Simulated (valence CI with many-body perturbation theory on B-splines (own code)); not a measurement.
# Level structure of Tm63+

Calculated by valence CI with perturbative core correlation (CI+MBPT): four valence electrons over a frozen Dirac-Fock core [He], radial functions for each j: 11 s, 11 p, 10 d, 8 f, 5 g, 2 h, with the one-electron correlation potential Σ1, the two-electron term Σ2, the three-electron term Σ3, Breit, model QED; selected CI, second order for the rest, scaled by the run's own slope (own B-spline code, finite nucleus).

No measured spectrum was set against this ion. As an estimate, large intervals hold to a few tenths of a per cent, small ones and those within an open d or f shell to about a per cent. Among the levels kept, up to 990 cm⁻¹ of a level comes from second order outside the variational space, and about a tenth of that is noise between levels of different J, which matters for small intervals.

Levels 46 to 90 of 213, with energies above the lowest level, (2s^2 2p1/2^2) J=0. "Leading %" is the weight of the configuration and term that name the level; weights of strongly mixed levels are sums over their largest components and can fall short, so below about 35 % the name and the second component can differ from the true leading terms, or belong to a minority configuration. In the jj column 3d3/2^4 stands for four electrons in 3d with j = 3/2.

| No. | Configuration | Term | J | E (eV) | Leading % | Leading jj | Second component |
| --- | --- | --- | --- | --- | --- | --- | --- |
| 46 | 2s2p²3s | ³P | 1 | 10095 | 66 | 2s 2p1/2 2p3/2 3s (98 %) | 20 % 2s2p²3s ⁵P |
| 47 | 2s2p²3s | ³D | 3 | 10106 | 62 | 2s 2p1/2 2p3/2 3s (99 %) | 37 % 2s2p²3s ⁵P |
| 48 | 2s2p²3s | ³P | 2 | 10130 | 38 | 2s 2p1/2 2p3/2 3s (99 %) | 36 % 2s2p²3s ³D |
| 49 | 2s2p²3p | ⁵P° | 1 | 10152 | 39 | 2s 2p1/2 2p3/2 3p1/2 (100 %) | 31 % 2s2p²3p ⁵D° |
| 50 | 2s2p²3p | ⁵D° | 2 | 10162 | 46 | 2s 2p1/2 2p3/2 3p1/2 (100 %) | 19 % 2s2p²3p ³D° |
| 51 | 2s2p²3s | ³P | 0 | 10179 | 98 | 2s 2p1/2 2p3/2 3s (98 %) |  |
| 52 | 2s2p²3s | ¹P | 1 | 10181 | 45 | 2s 2p1/2 2p3/2 3s (98 %) | 43 % 2s2p²3s ³D |
| 53 | 2s2p²3s | ³P | 1 | 10186 | 71 | 2s 2p1/2 2p3/2 3s (99 %) | 16 % 2s2p²3s ³D |
| 54 | 2s2p²3s | ¹D | 2 | 10189 | 39 | 2s 2p1/2 2p3/2 3s (99 %) | 34 % 2s2p²3s ³P |
| 55 | 2s2p²3p | ³D° | 3 | 10192 | 33 | 2s 2p1/2 2p3/2 3p1/2 (99 %) | 28 % 2s2p²3p ³F° |
| 56 | 2s2p²3p | ³P° | 2 | 10226 | 43 | 2s 2p1/2 2p3/2 3p1/2 (99 %) | 17 % 2s2p²3p ³D° |
| 57 | 2s2p²3p | ³P° | 0 | 10256 | 49 | 2s 2p1/2 2p3/2 3p1/2 (99 %) | 26 % 2s2p²3p ⁵D° |
| 58 | 2s2p²3p | ³D° | 1 | 10257 | 59 | 2s 2p1/2 2p3/2 3p1/2 (99 %) | 14 % 2s2p²3p ³P° |
| 59 | 2s2p²3p | ³F° | 2 | 10260 | 45 | 2s 2p1/2 2p3/2 3p1/2 (99 %) | 23 % 2s2p²3p ¹D° |
| 60 | 2s²2p3p | ³D | 3 | 10284 | 98 | 2s^2 2p3/2 3p3/2 (98 %) |  |
| 61 | 2s²2p3p | ¹P | 1 | 10285 | 53 | 2s^2 2p3/2 3p3/2 (97 %) | 37 % 2s²2p3p ³S |
| 62 | 2s2p²3p | ³D° | 1 | 10303 | 29 | 2s 2p1/2 2p3/2 3p1/2 (99 %) | 28 % 2s2p²3p ¹P° |
| 63 | 2s²2p3p | ³P | 2 | 10313 | 63 | 2s^2 2p3/2 3p3/2 (97 %) | 34 % 2s²2p3p ¹D |
| 64 | 2s²2p3p | ¹S | 0 | 10338 | 66 | 2s^2 2p3/2 3p3/2 (98 %) | 31 % 2s²2p3p ³P |
| 65 | 2s²2p3d | ³D° | 2 | 10368 | 49 | 2s^2 2p3/2 3d3/2 (97 %) | 25 % 2s²2p3d ¹D° |
| 66 | 2s²2p3d | ³F° | 3 | 10376 | 53 | 2s^2 2p3/2 3d3/2 (96 %) | 32 % 2s²2p3d ¹F° |
| 67 | 2s²2p3d | ³P° | 1 | 10379 | 56 | 2s^2 2p3/2 3d3/2 (98 %) | 37 % 2s²2p3d ³D° |
| 68 | 2s²2p3d | ³P° | 0 | 10383 | 98 | 2s^2 2p3/2 3d3/2 (98 %) |  |
| 69 | 2p³3s | ³P° | 2 | 10436 | 43 | 2p1/2^2 2p3/2 3s (89 %) | 22 % 2p³3s ⁵S° |
| 70 | 2s²2p3d | ³F° | 4 | 10437 | 96 | 2s^2 2p3/2 3d5/2 (96 %) |  |
| 71 | 2p³3s | ¹P° | 1 | 10443 | 26 | 2p1/2^2 2p3/2 3s (81 %) | 22 % 2p³3s ³D° |
| 72 | 2s²2p3d | ³P° | 2 | 10449 | 44 | 2s^2 2p3/2 3d5/2 (96 %) | 39 % 2s²2p3d ¹D° |
| 73 | 2s2p²3p | ⁵D° | 3 | 10457 | 47 | 2s 2p1/2 2p3/2 3p3/2 (90 %) | 28 % 2s2p²3p ⁵P° |
| 74 | 2s²2p3d | ³D° | 3 | 10466 | 56 | 2s^2 2p3/2 3d5/2 (86 %) | 31 % 2s²2p3d ¹F° |
| 75 | 2s2p²3p | ⁵P° | 1 | 10470 | 21 | 2s 2p1/2 2p3/2 3p3/2 (84 %) | 19 % 2s2p²3p ³D° |
| 76 | 2s²2p3d | ¹P° | 1 | 10478 | 57 | 2s^2 2p3/2 3d5/2 (91 %) | 23 % 2s²2p3d ³P° |
| 77 | 2s2p²3p | ³D° | 2 | 10484 | 45 | 2s 2p1/2 2p3/2 3p3/2 (96 %) | 16 % 2s2p²3p ⁵P° |
| 78 | 2s2p²3p | ³P° | 0 | 10496 | 80 | 2s 2p1/2 2p3/2 3p3/2 (100 %) | 14 % 2s2p²3p ⁵D° |
| 79 | 2s2p²3p | ³F° | 4 | 10498 | 60 | 2s 2p1/2 2p3/2 3p3/2 (97 %) | 37 % 2s2p²3p ⁵D° |
| 80 | 2s2p²3p | ³P° | 2 | 10513 | 49 | 2s 2p1/2 2p3/2 3p3/2 (94 %) | 17 % 2s2p²3p ¹D° |
| 81 | 2p³3p | ³P | 1 | 10518 | 29 | 2p1/2^2 2p3/2 3p1/2 (91 %) | 19 % 2p³3p ⁵P |
| 82 | 2p³3p | ³D | 2 | 10519 | 21 | 2p1/2^2 2p3/2 3p1/2 (88 %) | 18 % 2p³3p ³P |
| 83 | 2s2p²3p | ³D° | 3 | 10522 | 53 | 2s 2p1/2 2p3/2 3p3/2 (99 %) | 26 % 2s2p²3p ¹F° |
| 84 | 2s2p²3p | ¹P° | 1 | 10528 | 37 | 2s 2p1/2 2p3/2 3p3/2 (92 %) | 14 % 2s2p²3p ³S° |
| 85 | 2s2p²3d | ⁵F | 2 | 10536 | 40 | 2s 2p1/2 2p3/2 3d3/2 (93 %) | 15 % 2s2p²3d ³P |
| 86 | 2s2p²3d | ⁵D | 1 | 10538 | 48 | 2s 2p1/2 2p3/2 3d3/2 (96 %) | 21 % 2s2p²3d ⁵F |
| 87 | 2s2p²3d | ⁵D | 0 | 10539 | 83 | 2s 2p1/2 2p3/2 3d3/2 (100 %) | 16 % 2s2p²3d ³P |
| 88 | 2s2p²3d | ⁵F | 3 | 10544 | 50 | 2s 2p1/2 2p3/2 3d3/2 (97 %) | 16 % 2s2p²3d ³F |
| 89 | 2s2p²3p | ³D° | 2 | 10571 | 37 | 2s 2p1/2 2p3/2 3p3/2 (97 %) | 25 % 2s2p²3p ³P° |
| 90 | 2s2p²3p | ³D° | 3 | 10573 | 46 | 2s 2p1/2 2p3/2 3p3/2 (99 %) | 35 % 2s2p²3p ³F° |
